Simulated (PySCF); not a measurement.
Species: C2H9AsGeO.
Bonds: C1–C2, C2–O3, O3–Ge4, Ge4–As5. Hydrogens: H6, H7, H8 on C1; H9, H10 on C2; H11, H12 on Ge4; H13, H14 on As5.

Computed by this run: PBE0-D3(BJ)/def2-SVP geometry optimisation, gas phase (PySCF 2.14.0); density fitting, grid level 1; the optimiser is geomeTRIC in internal coordinates, started from a GFN2-xTB structure.

The end geometry, which sets the zero of energy:
```
atom  x, y, z in Å
C1     -2.6853    0.7410    0.0141
C2     -1.5278   -0.2085    0.2206
O3     -0.3964    0.2978   -0.4439
Ge4     1.1257   -0.6356   -0.4416
As5     2.6015    0.7035   -1.7957
H6     -3.5880    0.3787    0.5290
H7     -2.4338    1.7383    0.4046
H8     -2.9084    0.8428   -1.0584
H9     -1.7947   -1.2147   -0.1634
H10    -1.3276   -0.3284    1.3054
H11     1.5763   -0.8384    1.0243
H12     0.8666   -2.0105   -1.1023
H13     2.9325    1.6199   -0.6225
H14     3.7771   -0.2177   -1.4721
```

**Question.** These geometries come from the run, each turned onto the end geometry. Order them by energy, lowest first.
A.
```
atom  x, y, z in Å
C1     -2.6679    0.7644    0.0399
C2     -1.5602   -0.2561    0.1581
O3     -0.4533    0.1738   -0.5967
Ge4     1.1300   -0.6329   -0.4275
As5     2.5797    0.7462   -1.7698
H6     -3.5582    0.4347    0.5974
H7     -2.3424    1.7362    0.4387
H8     -2.9482    0.9026   -1.0148
H9     -1.9172   -1.2413   -0.2037
H10    -1.2858   -0.3898    1.2250
H11     1.4622   -0.6988    1.0826
H12     1.0406   -2.0643   -1.0083
H13     2.9838    1.5998   -0.5717
H14     3.7546   -0.2063   -1.5512
```
B.
```
atom  x, y, z in Å
C1     -2.6914    0.7297    0.0016
C2     -1.5145   -0.1861    0.2534
O3     -0.4017    0.2982   -0.4538
Ge4     1.1136   -0.6480   -0.4748
As5     2.6104    0.7367   -1.7671
H6     -3.5843    0.3994    0.5535
H7     -2.4442    1.7550    0.3170
H8     -2.9291    0.7572   -1.0724
H9     -1.7700   -1.2205   -0.0598
H10    -1.3026   -0.2360    1.3416
H11     1.5475   -0.9227    0.9841
H12     0.8659   -1.9926   -1.1984
H13     2.9411    1.6024   -0.5552
H14     3.7773   -0.2045   -1.4718
```
C.
```
atom  x, y, z in Å
C1     -2.6012    0.7993    0.0749
C2     -1.6063   -0.3508    0.0543
O3     -0.4482    0.0443   -0.6479
Ge4     1.1800   -0.5881   -0.3629
As5     2.4831    0.7411   -1.8288
H6     -3.5117    0.4945    0.5841
H7     -2.1708    1.6534    0.5918
H8     -2.8416    1.0968   -0.9423
H9     -2.0504   -1.2222   -0.4430
H10    -1.3530   -0.6430    1.0818
H11     1.3713   -0.5309    1.1623
H12     1.1329   -2.1026   -0.6277
H13     2.9478    1.6128   -0.6954
H14     3.6859   -0.1364   -1.6032
```
D.
```
atom  x, y, z in Å
C1     -2.6618    0.7649    0.0865
C2     -1.6000   -0.3099    0.0774
O3     -0.4984    0.1555   -0.6542
Ge4     1.1200   -0.5733   -0.3873
As5     2.5974    0.6968   -1.8224
H6     -3.5799    0.4346    0.5974
H7     -2.2808    1.6640    0.5969
H8     -2.9176    1.0487   -0.9466
H9     -2.0075   -1.2374   -0.3781
H10    -1.3274   -0.5723    1.1228
H11     1.4645   -0.4743    1.1258
H12     1.1291   -2.0713   -0.8156
H13     3.0257    1.6164   -0.6702
H14     3.7545   -0.2741   -1.5344
```

**Answer.** B (0.002 eV), A (0.008 eV), D (0.023 eV), C (0.142 eV).

In the order of the answer:

| step | E above end (eV) | largest force (eV/Å) | rms force component (eV/Å) | rms distance from end (Å) | rms bond change (Å) | bond most changed (Å) |
| --- | --- | --- | --- | --- | --- | --- |
| 9 | 0.002 | 0.12 | 0.029 | 0.070 | 0.002 | Ge4–As5 +0.005 |
| 5 | 0.008 | 0.09 | 0.024 | 0.119 | 0.000 | C2–H9 -0.001 |
| 1 | 0.023 | 0.44 | 0.108 | 0.234 | 0.007 | Ge4–H12 +0.011 |
| 0 | 0.142 | 1.04 | 0.337 | 0.294 | 0.017 | Ge4–As5 -0.040 |

What follows is the cost of the whole optimisation. The run took 2.1 min on Arm Neoverse V1, one thread (shared host), and the process peaked at 0.65 GiB of memory.
